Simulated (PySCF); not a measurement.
# Relaxation of doublet MoOCl

Method: UPBE0 in PySCF with Mo def2-TZVP with ECP28, O def2-TZVP, Cl def2-TZVP; scalar-relativistic core potentials, no spin–orbit coupling; density-fitted integrals. A (50,194) grid was used.

A hand-made linear start, of C∞v symmetry, held to at least that symmetry:

Coordinates in bohr (charge 0 multiplicity 2):
```
Mo    0.0000    0.0000   -0.6906
O     0.0000    0.0000   -4.0543
Cl    0.0000    0.0000    3.7880
```

(1) What does it relax to?

(2) How much energy is released, and in how many steps?

Answers

(1) It ends at C∞v with Mo–Cl 2.361 Å, Mo–O 1.650 Å; Cl–Mo–O 180.0°. A frequency run shows 2 imaginary modes (one degenerate set), down to 98i cm⁻¹, so it is a higher-order saddle point. Other isomers or separated fragments may lie lower.

(2) 38.6 kJ/mol in 4 steps.

Open d and f shells are described by one determinant, and the ground state may have another occupation or spin. At this level a quartet minimum of Cs symmetry lies 102 kJ/mol below this structure.

The relaxation took 6.6 s on 4 threads of a shared Intel Xeon 6975P-C (Granite Rapids) host, with 108 basis functions and 5 gradients; the process peaked at 0.58 GiB. Launch command: `OMP_NUM_THREADS=4 python axn.py task.json out`.
